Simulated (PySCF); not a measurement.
PySCF 2.14 output of an unrestricted LDA calculation on a single atom or ion in x2c-TZVPPall (11s7p7d3f1g, 97 functions), with the spin-free X2C one-electron Hamiltonian (Gaussian nucleus):

```
SCF conv_tol = 1e-09
number electrons alpha = 36  beta = 34
    P. A. M. Dirac.,  Math. Proc. Cambridge Philos. Soc. 26, 376 (1930)
    F. Bloch.,  Z. Phys. 57, 545 (1929)
    S. H. Vosko, L. Wilk, and M. Nusair.,  Can. J. Phys. 58, 1200 (1980)
cycle= 1 E= -15067.679724143  delta_E= -0.03  |g|= 0.398  |ddm|= 0.412
cycle= 2 E= -15067.6693518021  delta_E= 0.0104  |g|= 0.499  |ddm|= 0.39
cycle= 3 E= -15067.6962026564  delta_E= -0.0269  |g|= 0.00263  |ddm|= 0.235
cycle= 4 E= -15067.696204477  delta_E= -1.82e-06  |g|= 0.00126  |ddm|= 0.005
cycle= 5 E= -15067.6962047799  delta_E= -3.03e-07  |g|= 0.000144  |ddm|= 0.00114
cycle= 6 E= -15067.6962047827  delta_E= -2.77e-09  |g|= 9.56e-07  |ddm|= 8.06e-05
cycle= 7 E= -15067.6962047827  delta_E= -1.46e-11  |g|= 3.59e-08  |ddm|= 1.08e-06
converged SCF energy = -15067.6962047827  <S^2> = 2.0002939  2S+1 = 3.0001959
```

The run itself started from symmetry-adapted Hartree-Fock orbitals and held the occupation by maximum overlap, on a logarithmic radial grid, so the iterations belong to that start.

**Question.** Which element, charge and spin multiplicity is this?

**Answer.** Hf²⁺ (hafnium, charge +2), multiplicity 3; the state was [Xe] 4f14 5d1 6p1, one real determinant (an excited configuration).

⟨L²⟩ = 8.01 against 12 for a pure F term, so this real determinant mixes terms. Spin-orbit coupling, absent here, splits the open shell strongly.
